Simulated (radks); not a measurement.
Species: Cs II. Configuration: [Kr] 4d10 5p6 6s2 (not the ground configuration). All-electron calculation, non-relativistic Kohn-Sham, PBE, spin-polarised, spherical densities, point nucleus; relativity is left out, which matters for an element this heavy. Program: a radial shooting solver on a logarithmic mesh with Libxc functionals. Some entries of the table are withheld. Estimate them.

orbital,occ.,eigenvalue (eV),<1/r> (bohr^-1)
1s,2,-34250.45,54.47
2s,2,-5246.069,12.53
2p,6,-4944.517,12.55
3s,2,-1103.335,(1)
3p,6,-975.0748,4.533
3d,10,(2),4.407
4s,2,(3),1.912
4p,6,(4),1.815
4d,10,-94.7461,1.595
5p,6,-26.8803,0.6645
6s,2,-8.5829,0.2985

Answer. 
(1) 3s <1/r> (bohr^-1): 4.604
(2) 3d eigenvalue (eV): -736.4846
(3) 4s eigenvalue (eV): -220.9387
(4) 4p eigenvalue (eV): -174.7121
